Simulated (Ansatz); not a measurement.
Species: [Ti(Cl)4] (charge 0, multiplicity 1).

### Question
Give a relaxed geometry from Ansatz (an electronic-structure program) with r2SCAN-D4/def2-SVP.

### Answer
the end point of this relaxation.
Cartesian coordinates (Å) in one orientation:
```xyz
5

Ti     0.000     0.000     0.000
Cl     0.147    -0.557    -2.089
Cl     1.180     1.781     0.357
Cl    -2.071     0.394     0.498
Cl     0.744    -1.618     1.233
```
